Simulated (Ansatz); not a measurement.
Species: CH6OSi2, SMILES `O=C([SiH3])[SiH3]` (charge 0, multiplicity 1).

Problem. Give a relaxed geometry from B3LYP-D3(BJ)/def2-TZVP (Ansatz, a program for electronic structure).

Solution. the end point of this relaxation (outside a Z-matrix the atoms follow the SMILES, hydrogens last).
Z-matrix (Å, degrees):
```
C
O 1 1.2166
Si 1 1.9459 2 119.71
H 3 1.4773 1 109.71 2 0.00
H 3 1.4828 4 111.11 1 119.69
H 3 1.4828 4 111.11 5 120.61
Si 1 1.9459 2 119.71 3 180.00
H 7 1.4773 1 109.71 2 0.00
H 7 1.4828 8 111.11 1 119.69
H 7 1.4828 8 111.11 9 120.61
```
